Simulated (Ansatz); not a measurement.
Relaxed structures of CHBBr, doublet (PBE0-D4/def2-TZVP; forces vanish, vibrations not checked; lower isomers may exist, and structures with a doubtful reference or unclear bonds are left out; Å). Computed with Ansatz 0.2.0 (basis: def2-TZVPP); correlated methods freeze the cores; orbitals are unrestricted. Filled d shells of the heavier atoms are correlated. The def2 sets are not built for correlating such inner shells, so the correlated values are less sure here.

(1) Rank them by CCSD(T) energy, lowest first, and give each one's height above the lowest. Links in brackets join atoms within 1.22 times the sum of their covalent radii (1.1 for two metals). (To be estimated.)
A.
CHBBr ([CH][B][Br])
```
4
angstrom
B -0.2878 0.1194 -0.3679
C 0.5166 -0.2145 0.6604
Br -1.3832 0.5741 -1.7686
H 1.1543 -0.4790 1.4761
```
B.
CHBBr ([B]1[CH][Br]1)
```
4
angstrom
B 0.2937 -0.6215 -0.9767
C 0.3809 -0.2176 0.3258
Br -1.1867 0.7926 -0.7052
H 0.5122 0.0465 1.3561
```
C.
CHBBr ([BH]1[C][Br]1)
```
4
angstrom
B 0.2812 -0.1282 0.3284
C 0.3412 -0.6844 -1.0328
Br -1.1779 0.7935 -0.6814
H 0.5650 0.0384 1.4611
```

T1 diagnostic: at most 0.023. ⟨S²⟩ of the unrestricted Hartree–Fock references: 0.76 to 0.85 (a pure state has 0.75). The unrestricted reference is spin-contaminated, which hurts MP2 most.

## Answers

(1) The calculation gives: A (0.000 eV), C (1.789 eV), B (1.866 eV). Heights count from the lowest.

For scale, one of the runs: CCSD(T)/def2-TZVPP, 124 basis functions, launched by `ansatz run in.yaml --threads 2 --pin off --events-out ev --progress --plain --max-ram 4352MiB`. Time: 59 s of wall clock on 2 CPU threads of an Arm Neoverse V2; the host was shared. Peak host memory: 1.3 GiB.
